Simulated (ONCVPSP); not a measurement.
## Which change was made? (Hf, ONCV)

| Property | Result |
| --- | --- |
| Element | Hf |
| Generator | ONCVPSP 4.0.1 |
| Type | optimised norm-conserving Vanderbilt (ONCV) |
| Functional | LDA (Perdew-Zunger) |
| Relativity | fully relativistic |
| Frozen core | [Kr] 4d10 4f14 |
| Valence charge | 12 |
| Reference configuration | 5s2 5p6 5d2 6s2 |
| Partial waves | 5s+6s: rc 1.65 bohr, ncon 3, nbas 6, qcut 6.3 1/bohr, 2 projectors; 5p: rc 1.95 bohr, ncon 3, nbas 8, qcut 8 1/bohr, 1 projector; 5d: rc 3.15 bohr, ncon 4, nbas 8, qcut 4.7 1/bohr, 2 projectors, debl 1.3 Ha |
| Local potential | polynomial inside 1.50 bohr (lpopt 5, dvloc0 0 Ha) |
| Core correction | none |

Open shells are filled in proportion to 2j + 1.

Cutoffs, loose and tight: the cutoffs (Ha) at which the residual kinetic energy of the hardest occupied pseudo-wave falls to 1 and 0.1 mHa per electron. They do not see the model core or the augmentation charge, which bear on the density cutoff. Test errors are all-electron minus pseudo excitation energies from the reference, over the configurations 5s2 5p6 5d2 6s1; 5s2 5p6 5d2 6s0; 5s2 5p6 5d1 6s0; 5s1 5p6 5d2 6s2; variants that change the core or the reference have their own tests. The largest error is taken over the tests solved by every variant that gives reliable tests at all, those not shown here included: 5s1 5p6 5d2 6s2; 5s2 5p6 5d2 6s0; 5s2 5p6 5d2 6s1.

The base gives: outcome: generated; cutoff, loose: 16 Ha; cutoff, tight: 21 Ha; bound ghosts: none; GHOST(+) flags above zero: none; largest test error (meV): -452.

Question: After one change the result is: outcome: generated; cutoff, loose: 28 Ha; cutoff, tight: 33 Ha; bound ghosts: none; GHOST(+) flags above zero: s; largest test error (meV): -305. Which change was it?
A. s: qcut 8.1
B. p: nproj 3
C. s: qcut 8.4; p: qcut 10.6; d: qcut 6.2

Answer: C. The others give: p: nproj 3 → outcome: generated, projector energies reset by the program; cutoff, loose: 16 Ha; cutoff, tight: 21 Ha; bound ghosts: none; GHOST(+) flags above zero: none; largest test error (meV): -487 | s: qcut 8.1 → outcome: generated; cutoff, loose: 23 Ha; cutoff, tight: 27 Ha; bound ghosts: none; GHOST(+) flags above zero: s; largest test error (meV): -329.
